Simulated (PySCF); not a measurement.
C₃H₄O₂Si. Atoms are numbered in the order given.

```xyz
10

O     -2.3528     0.0000     0.5101
C     -1.1783     0.0000     0.2670
C      0.0000     0.0000     1.2670
C      1.1783     0.0000     0.2670
O      2.3528     0.0000     0.5101
Si     0.0000     0.0000    -1.3201
H      0.0000    -0.8896     1.9242
H      0.0000     0.8896     1.9242
H      0.0000     1.2265    -2.1675
H      0.0000    -1.2265    -2.1675
```

Geometry optimised at B3LYP-D3(BJ)/def2-SVP. This is a generated structure with no PubChem entry under its InChIKey; it may be hypothetical.

Level of theory: B3LYP-D3(BJ)/def2-SVP (PySCF 2.14.0).

Frequencies are harmonic and unscaled.

Question: Estimate the vibrational spectrum. (The exact figures need the calculation; the answer reports its results.)

Answer: 
```tsv
mode	ν (cm⁻¹)	IR (km/mol)	Raman (Å⁴/amu)	depolarisation	moving atoms (share of kinetic energy)
1	62	11.4	0.1	0.75	O 43 %, C 27 %, H 26 %
2	252	17.0	2.8	0.75	H 78 %, C 11 %
3	318	5.6	5.2	0.26	O 61 %, Si 29 %
4	331	0.0	11.7	0.75	C 43 %, H 42 %, O 15 %
5	356	0.0	17.2	0.75	O 35 %, Si 34 %, H 17 %, C 13 %
6	394	1.8	0.8	0.75	H 59 %, C 28 %, O 8 %
7	527	0.3	5.6	0.72	C 51 %, O 32 %, Si 14 %
8	590	3.7	33.9	0.11	C 39 %, O 34 %, Si 22 %
9	601	0.0	3.7	0.75	H 73 %, C 25 %
10	620	13.8	0.5	0.75	C 46 %, H 35 %, O 19 %
11	708	109.6	5.9	0.75	H 68 %, Si 20 %
12	837	8.2	0.9	0.75	C 68 %, H 26 %
13	880	13.0	8.7	0.75	C 84 %, H 12 %
14	911	115.2	10.3	0.75	H 93 %
15	1010	0.0	8.8	0.75	H 82 %, C 17 %
16	1062	85.8	2.5	0.74	C 90 %
17	1175	1.5	1.2	0.75	H 57 %, C 39 %
18	1336	25.0	17.0	0.63	H 92 %
19	1831	408.0	0.0	–	C 59 %, O 41 %
20	1887	64.7	49.0	0.58	C 63 %, O 36 %
21	2213	56.3	232.4	0.09	H 98 %
22	2232	83.2	119.6	0.75	H 95 %
23	3024	1.8	165.8	0.08	H 95 %
24	3080	0.0	84.6	0.75	H 91 %, C 9 %
```
